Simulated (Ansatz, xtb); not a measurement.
**Two isomers of C5H7NO**

Structure X: `C=C/N=C(\O)C=C`, a singlet. Structure Y: `C=CNC(=O)C=C`, a singlet. Both are isolated molecules in the gas phase, relaxed with B3LYP/def2-SVP, each in the lowest conformer that the search found.

X (Å):

```xyz
14

C    -0.6149    0.4936    2.5348
C     0.4880    0.3016    1.7908
C     1.6675   -0.9781    0.2212
C     1.6673   -2.0037   -0.8293
C     2.7512   -2.3864   -1.5187
N     0.5702   -0.6883    0.8269
O     2.8858   -0.4268    0.4465
H    -0.6566    1.2858    3.2848
H    -1.4886   -0.1486    2.3985
H     1.3402    0.9881    1.9571
H     2.8363    0.1973    1.1838
H     0.6830   -2.4405   -1.0122
H     2.6832   -3.1543   -2.2932
H     3.7310   -1.9427   -1.3273
```

Y (Å):

```yaml
atoms:
  - { symbol: C, position_ang: [-0.6722, -1.6014, -2.9598] }
  - { symbol: C, position_ang: [-0.1526, -1.2189, -1.7851] }
  - { symbol: C, position_ang: [0.1623, 0.3589, 0.0524] }
  - { symbol: C, position_ang: [-0.2379, 1.7176, 0.5298] }
  - { symbol: C, position_ang: [0.2244, 2.1994, 1.6878] }
  - { symbol: N, position_ang: [-0.3958, 0.0017, -1.1634] }
  - { symbol: O, position_ang: [0.9118, -0.3773, 0.6688] }
  - { symbol: H, position_ang: [-0.4262, -2.5799, -3.3740] }
  - { symbol: H, position_ang: [-1.3480, -0.9628, -3.5371] }
  - { symbol: H, position_ang: [0.5226, -1.8521, -1.2046] }
  - { symbol: H, position_ang: [-1.0121, 0.6615, -1.6254] }
  - { symbol: H, position_ang: [-0.9191, 2.3092, -0.0923] }
  - { symbol: H, position_ang: [0.9036, 1.5920, 2.2930] }
  - { symbol: H, position_ang: [-0.0568, 3.1901, 2.0529] }
```

Energies in hartree; the thermal terms are from GFN2-xTB frequencies at re-optimised GFN2-xTB minima (ideal gas, soft modes damped towards free rotors, one conformer each, 298.15 K, 1 atm) and include the zero-point energy:

|  | X | Y |
| --- | --- | --- |
| E, CCSD(T)/def2-SVP | −323.527003 | −323.553737 |
| E, MP2/def2-SVP | −323.433235 | −323.460787 |
| E, MP2/def2-TZVPP | −324.034706 | −324.057893 |
| zero-point energy | 0.107412 | 0.108628 |
| H(298 K) − E | 0.116240 | 0.117339 |
| G(298 K) − E | 0.075246 | 0.076639 |

Question: Correct the CCSD(T) difference for the basis set by the MP2 change, then work out ΔE, ΔE₀, ΔH and ΔG for X → Y in kJ/mol (1 Eh = 2625.50 kJ/mol) and the equilibrium ratio [Y]/[X].

Answer: 1. Differences Y − X: CCSD(T) −0.026734, MP2 in the small set −0.027552, MP2 in the large set −0.023187 Eh.
2. ΔE = −0.026734 + (−0.023187 − (−0.027552)) = −0.022369 Eh = −58.73 kJ/mol.
3. ΔE₀ = ΔE + ΔZPE = −0.022369 + (+0.001216) Eh = −55.54 kJ/mol.
4. ΔH = ΔE + (+0.001099) Eh = −55.84 kJ/mol.
5. ΔG = ΔE + (+0.001393) Eh = −55.07 kJ/mol, so ΔS = (ΔH − ΔG)/T = −2.6 J/(mol K).
6. kT = 0.9442 mEh, so K = [Y]/[X] = exp(−ΔG/kT) = exp(+22.22) ≈ 4.4 × 10^9.

Structure Y is favoured at this temperature. An error of 4 kJ/mol in ΔG would change K by a factor of 5. Mirror images and further conformers aren't counted.

As drawn, Y has 1 C–N, 1 C=O, 1 N–H in place of 1 C=N, 1 C–O, 1 O–H.

Other levels gave ΔE = −46.8 (GFN2-xTB); −61.9 (HF/STO-3G, GFN2-xTB geometries); −75.8 (r2SCAN-D4/def2-SVP, GFN2-xTB geometries); −72.5 (B3LYP/def2-SVP); −83.1 (HF/def2-SVP); −72.3 (MP2/def2-SVP); −70.2 (CCSD(T)/def2-SVP) kJ/mol. The correlated steps freeze 7 core orbitals. Programs: Ansatz 0.2.0, xtb 6.7.1.
